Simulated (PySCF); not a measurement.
Isomers of C8H8Si, from PBE0-D3(BJ)/def2-SVP geometry optimisation, gas phase (PySCF 2.14.0). One conformer each, no zero-point energy, no frequencies.

Question: Which isomer lies lower at this level?
A. `[SiH3]C1=CC1=C1C=CC=C1`: A = 3672, B = 710.6, C = 599.6 MHz, dipole 4.65 D
B. `C1=Cc2ccccc2[SiH2]1`: A = 3005, B = 1226, C = 879.6 MHz, dipole 0.65 D

Answer: B. That is `C1=Cc2ccccc2[SiH2]1`, 82.1 kcal/mol below the other.

| SMILES | mapped SMILES | E (Eh) | relative (kcal/mol) | relative (kJ/mol) | dipole (D) |
| --- | --- | --- | --- | --- | --- |
| C1=Cc2ccccc2[SiH2]1 | [CH:1]1=[CH:2][c:3]2[cH:4][cH:5][cH:6][cH:7][c:8]2[SiH2:9]1 | -598.36228 | 0.0 | 0.0 | 0.65 |
| [SiH3]C1=CC1=C1C=CC=C1 | [SiH3:1][C:2]1=[CH:3][C:4]1=[C:5]1[CH:6]=[CH:7][CH:8]=[CH:9]1 | -598.23152 | 82.1 | 343.3 | 4.65 |

As drawn, the lower has an aromatic ring, which the higher lacks; the higher has a three-membered ring, which the lower lacks.
